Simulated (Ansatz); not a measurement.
Frontier orbitals of CH$_{5}$BClN, SMILES `CB(N)Cl`.

```xyz
9

C    -0.9952    0.2240    0.6263
B     0.0580   -0.3019   -0.4022
N     1.3975    0.0655   -0.3982
Cl   -0.4643   -1.4457   -1.6710
H    -1.8139    0.7311    0.1076
H    -0.5735    0.9166    1.3586
H    -1.4493   -0.6112    1.1673
H     2.0626   -0.2820   -1.0673
H     1.7782    0.7036    0.2787
```

The species carries charge 0 and has multiplicity 1. The structure was optimised at the PBE0-D4/def2-TZVP level. It is one conformer, not always the lowest. Basis def2-TZVPP, Ansatz.

```
             functional  HOMO (eV)  LUMO (eV)  gap (eV)
                    PBE      -6.83      -0.30      6.53
                 revPBE      -6.77      -0.20      6.57
                   BLYP      -6.69      -0.15      6.54
                 r2SCAN      -7.14       0.07      7.21
                 B97M-V      -7.21       0.17      7.38
                   PBE0      -8.22       0.72      8.94
HSE06 (plane-wave form)      -7.81       0.33      8.14
                ωB97X-V     -10.66       2.49     13.15
                ωB97M-V     -10.53       1.99     12.52
                     HF     -11.55       3.04     14.59
```

Task: What is the vertical ionisation energy at frozen-core CCSD(T)/CBS(def2)? (Estimate.)

Result: Computed: 10.89 eV (T1 of the cation 0.043).

A quarter of exact exchange (PBE0) shifts PBE's HOMO by −1.39 eV and its LUMO by +1.02 eV; full exchange at long range (ωB97M-V) shifts them by −3.70 and +2.29 eV. The gap opens from 6.53 to 12.53 eV, since occupied levels lose self-interaction and empty ones feel all the electrons. A positive LUMO is unbound and depends on the basis. −ε(HOMO) differs from that ionisation energy by −4.05 eV with PBE and −0.35 eV with ωB97M-V.
